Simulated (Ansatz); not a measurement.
Computed with Ansatz on PBE0-D4/def2-TZVP structures; ΔE is electronic, products minus reactants. CBS: MP2 limit from def2 TZ/QZ plus the TZ coupled-cluster correction, frozen cores. This one scheme is used for every species. Functionals use def2-TZVPP. B3LYP here is the variant with VWN-RPA as its local correlation; programs differ in this. Each species was taken in one conformer, which may not be the lowest.

Reaction (cleavage of the Si–Si bond): `O[SiH2][SiH3]` + `NBO` → `OBN[SiH2]O` + SiH₄

`O[SiH2][SiH3]`:

Z-matrix (Å, degrees):
```
Si
Si 1 2.347
O 1 1.654 2 112.4
H 1 1.484 2 110.6 3 117.6
H 1 1.493 2 108.5 3 -123.5
H 2 1.489 1 110.0 3 177.8
H 2 1.491 1 110.1 3 58.6
H 2 1.488 1 111.4 3 -61.5
H 3 0.958 1 117.6 2 -58.8
```

`NBO`:

Z-matrix (Å, degrees):
```
N
B 1 1.397
H 1 1.003 2 122.7
H 1 1.006 2 122.6 3 -180.0
O 2 1.371 1 118.7 3 -180.0
H 2 1.202 1 119.9 3 -0.0
H 5 0.957 2 112.5 1 -180.0
```

`OBN[SiH2]O`:

Cartesian coordinates in Å:
```
O -0.544 1.132 1.945
B -1.257 0.237 1.209
N -0.822 -0.287 -0.044
Si 0.637 -0.013 -0.906
O 1.569 -1.364 -0.842
H 0.290 1.396 1.546
H -2.310 -0.114 1.660
H -1.464 -0.951 -0.455
H 1.314 1.137 -0.244
H 0.372 0.322 -2.330
H 2.214 -1.496 -1.539
```

SiH₄:

Z-matrix (Å, degrees):
```
Si
H 1 1.485
H 1 1.485 2 109.5
H 1 1.485 2 109.5 3 -120.0
H 1 1.485 2 109.5 3 120.0
```

Q: Is it downhill or uphill in electronic energy at CCSD(T)/CBS, and by how much? (An estimate is asked.)

A: Ansatz gave: Downhill: ΔE = -66.6 kJ/mol.

Q: What do these levels give: revPBE-D4, BLYP-D4, PBE0-D4, BHLYP-D4, CAM-B3LYP-D4, PBE-QIDH, PBE0, B3LYP, r2SCAN0, CCSD(T)/def2-SVP, HF/CBS(def2), CCSD/CBS(def2)? (An estimate is asked.)

A: The calculation gave: revPBE-D4 -48.8, BLYP-D4 -59.3, PBE0-D4 -51.2, BHLYP-D4 -69.8, CAM-B3LYP-D4 -67.3, PBE-QIDH -62.6, PBE0 -49.4, B3LYP -59.2, r2SCAN0 -61.2, CCSD(T)/def2-SVP -66.6, HF/CBS(def2) -77.7, CCSD/CBS(def2) -67.1 kJ/mol.

Largest T1 diagnostic among the species: 0.012.

From BLYP to BHLYP (50 % exact exchange), in def2-TZVPP and without D4, ΔE moves by −14.3 kJ/mol. The D4 term adds −3.4 kJ/mol with B3LYP and −1.8 kJ/mol with PBE0; it sums over pairs of atoms, weighted by their polarisabilities, and B3LYP, whose exchange is more repulsive, gets the larger term. Leaving LDA and LC-ωPBE aside and taking each functional with its dispersion term where it has one, the values, not all of them listed here, spread over 24.6 kJ/mol, from BHLYP-D4 to PBE-D4. LDA lies −8.1 kJ/mol from PBE without D4.
